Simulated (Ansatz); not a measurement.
Isolated molecules relaxed with PBE0-D4/def2-TZVP in Ansatz; ΔE leaves out vibrations. CBS: MP2 limit from def2 TZ/QZ plus the TZ coupled-cluster correction, frozen cores. This one scheme is used for every species, atoms too. DFT in def2-TZVPP. B3LYP here is the variant with VWN-RPA as its local correlation; programs differ in this. No spin–orbit coupling; open shells (•) take unrestricted orbitals. Spin–orbit coupling would lower the free atoms: a little for Cl. Bonds to Ge are less sure, by a few kJ/mol each and by 10 to 20 or more in all where they break to atoms, as the def2 sets lack core-valence functions. Scalar relativity is left out up to krypton.

`[CH3][GeH2][Cl]` + Cl• → `[CH2][GeH2][Cl]`• + HCl  (hydrogen abstraction from a C–H bond)

`[CH3][GeH2][Cl]`:

```xyz
8

C     0.609    0.581    0.654
Ge   -0.371   -0.602   -0.531
Cl   -2.226    0.385   -1.048
H     0.022    0.775    1.551
H     0.810    1.526    0.149
H     1.556    0.120    0.940
H    -0.763   -1.926    0.142
H     0.362   -0.857   -1.857
```

`[CH2][GeH2][Cl]`•:

Z-matrix (Å, degrees):
```
Ge
Cl 1 2.170
C 1 1.911 2 108.2
H 1 1.533 2 105.9 3 120.3
H 1 1.533 2 105.8 3 -120.3
H 3 1.084 1 121.7 2 -86.9
H 3 1.084 1 121.7 2 87.8
```

HCl:

```xyz
2

Cl    0.504   -0.171   -0.354
H    -0.504    0.171    0.354
```

Is it downhill or uphill in electronic energy at CCSD(T)/CBS, and by how much? (An estimate is asked.)

Computed: Uphill: ΔE = +3.3 kcal/mol.

What do these levels give: LDA (SPW92), r2SCAN-D4, BLYP, B3LYP, LC-ωPBE, RPA@PBE/def2-TZVPP? (Best estimate.)

Ansatz gave: LDA (SPW92) -0.2, r2SCAN-D4 -0.5, BLYP 2.4, B3LYP 3.2, LC-ωPBE 3.1, RPA@PBE/def2-TZVPP 9.4 kcal/mol.

Largest T1 diagnostic among the species: 0.011.

From PBE to PBE0 (25 % exact exchange), in def2-TZVPP and without D4, ΔE moves by +1.1 kcal/mol. At CCSD(T), def2-SVP lies +4.7 kcal/mol from the extrapolated value and def2-TZVPP +1.1 kcal/mol.
